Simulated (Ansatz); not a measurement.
A calculation with Ansatz (development build ahead of 0.2.0).

```yaml
crystal:
  periodic: [false, false, false]
  atoms:
    - { symbol: Be, position_ang: [0.0, 0.0, 0.0] }
    - { symbol: "N", position_ang: [0.0, 0.0, 2.4198] }
basis:
  gaussian: { orbitals: pcseg-2 }
total_charge: 1
magnetization:
  initial_magnetization: 2
hamiltonian:
  xc: r2scan
```

The input is written out in the form of the current development build from the run's settings.

Results

| Item | Value |
| --- | --- |
| Converged | yes |
| Total energy | -68.90216 hartree |
| Spin squared of the determinant | 2.000 |
| Stability test | minimum among restricted orbitals |

Caution: an unrestricted determinant lies well below.
